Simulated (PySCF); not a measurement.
AlCl₃, SMILES [Cl][Al-]([Cl])[Cl], charge -1, multiplicity 2.

Coordinates come from a PBE-D3(BJ)/def2-SVPD optimisation.

All values below come from PBE-D3(BJ)/def2-SVPD run with PySCF.

Frequencies are harmonic and unscaled.

Modes within 1.5 cm⁻¹ of each other (mostly degenerate sets) share a row, with their intensities summed.

Task: Give all harmonic wavenumbers and intensities. (An estimate is asked for; the answer gives what the named calculation found.)

Result: 
| mode | ν (cm⁻¹) | IR (km/mol) | moving atoms (share of kinetic energy) |
|---|---|---|---|
| 1–2 | 113 | 0.4 | Cl 90 %, Al 10 % |
| 3 | 171 | 2.2 | Cl 68 %, Al 32 % |
| 4 | 354 | 33.6 | Cl 52 %, Al 48 % |
| 5–6 | 423 | 275.7 | Al 65 %, Cl 35 % |
